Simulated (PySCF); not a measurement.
B3LYP has the VWN-RPA correlation part, as in Gaussian. Excitations are Tamm–Dancoff values on a coarser integration grid. The basis has no diffuse functions, so Rydberg states are missing or too high.

Cartesian coordinates (Å):
```xyz
13

Si     1.7044    -0.9952     0.0885
B     -0.0185     0.0218     0.0508
Si    -1.7383    -0.9719     0.2962
Si     0.0219     1.9853    -0.3330
H      2.1139    -0.9255     1.5211
H      2.7870    -0.3888    -0.7258
H      1.5770    -2.4269    -0.2811
H     -2.8531    -0.1597     0.8427
H     -1.5938    -2.1949     1.1255
H     -2.1095    -1.3999    -1.0829
H     -1.1095     2.7532     0.2433
H      1.2921     2.6376     0.0739
H     -0.0736     2.0651    -1.8192
```
Charge 0, multiplicity 1.

Estimate the total energy, S1 excitation (TDA), dipole moment, LUMO and HOMO that B3LYP-D3(BJ)/def2-TZVP (PySCF 2.14.0) returns for this input.


```
Quantity                    Value
-------------------  ------------
total energy         -898.8108 Ha
S1 excitation (TDA)       3.27 eV
dipole moment              0.11 D
LUMO                     -3.29 eV
HOMO                     -7.81 eV
```
